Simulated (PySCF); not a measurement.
# Stretching CsHg

Set-up: Cs def2-SVP with ECP46, Hg def2-SVP with ECP60; scalar-relativistic core potentials (PySCF 2.14). Energies in eV from Cs + Hg in their ground configurations at the same level. State: ²Σ⁺ (doublet), unpaired electrons σ ↑.

All columns are PBE0. A positive dipole means Cs(−)Hg(+).

| R (Å) | E (eV) | μ (D) | Mulliken charge on Cs (basis-dependent) | HOMO (eV) | LUMO (eV) | Mayer bond order | ⟨S²⟩ |
| --- | --- | --- | --- | --- | --- | --- | --- |
| 3.877 | -0.009 | 0.23 | 0.09 | -2.59 | -1.18 | 0.25 | 0.75 |
| 4.057 | -0.031 | 0.04 | 0.08 | -2.61 | -1.20 | 0.23 | 0.75 |
| 4.237 | -0.042 | -0.12 | 0.07 | -2.63 | -1.21 | 0.20 | 0.75 |
| 4.373 | -0.045 | -0.21 | 0.06 | -2.64 | -1.22 | 0.19 | 0.75 |
| 4.508 | -0.045 | -0.28 | 0.05 | -2.65 | -1.23 | 0.17 | 0.75 |
| 4.643 | -0.044 | -0.34 | 0.05 | -2.66 | -1.24 | 0.15 | 0.75 |
| 4.824 | -0.041 | -0.39 | 0.04 | -2.66 | -1.24 | 0.13 | 0.75 |
| 5.049 | -0.037 | -0.43 | 0.03 | -2.67 | -1.25 | 0.11 | 0.75 |
| 5.319 | -0.030 | -0.44 | 0.02 | -2.68 | -1.24 | 0.09 | 0.75 |
| 5.680 | -0.023 | -0.41 | 0.01 | -2.68 | -1.23 | 0.06 | 0.75 |

A fit through these points gives, at Re = 4.476 Å, μ = -0.26 D and dμ/dR = -0.504 D/Å; the reduced mass is 80.16 u.

How strong is the fundamental in the double-harmonic approximation, I = 42.26·(dμ/dR)²/μred km/mol?

I = 42.26·(-0.504)²/80.16 = 0.134 km/mol at PBE0.

The bond is weak. Basis-set superposition, not corrected here, can be much of De in a small basis, most of all at correlated wavefunction levels. Functionals without a dispersion term scatter widely for such bonds, and LDA overbinds them. Spin–orbit coupling is left out. The state is the lowest determinant that a PBE0 search found; another state may lie lower at other levels.
